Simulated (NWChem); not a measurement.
Species: GaHSeF2; SMILES [F][Ga]([F])[SeH]

```xyz
5

Ga     0.0149     0.7683     0.0015
F     -1.4235     1.7810    -0.0041
F      1.5463     1.6382     0.0029
Se    -0.0921    -1.5379     0.0066
H      1.3937    -1.5830     0.0102
```
Atoms are numbered in this order, from 1.

Results from NWChem. All runs use the structure optimised with PBE-D3(BJ)/def2-SVP. Vzz is the largest principal value of the second derivative of the potential at the nucleus (NWChem prints the opposite sign); η is the asymmetry. Non-relativistic.

| level | Vzz Ga1 (a.u.) | η Ga1 | Vzz Se4 (a.u.) | η Se4 | relative time |
|---|---|---|---|---|---|
| PBE/def2-SVP | 1.308 | 0.19 | -4.311 | 0.45 | 1 |
| PBE/def2-TZVP | 1.932 | 0.09 | -4.166 | 0.42 | 4 |
| B3LYP/cc-pVTZ | 2.033 | 0.11 | -4.167 | 0.47 | 20 |
| B3LYP/def2-SVP | 1.472 | 0.20 | -4.408 | 0.49 | 1 |

The last column is a rough cost ratio, cheapest run = 1.
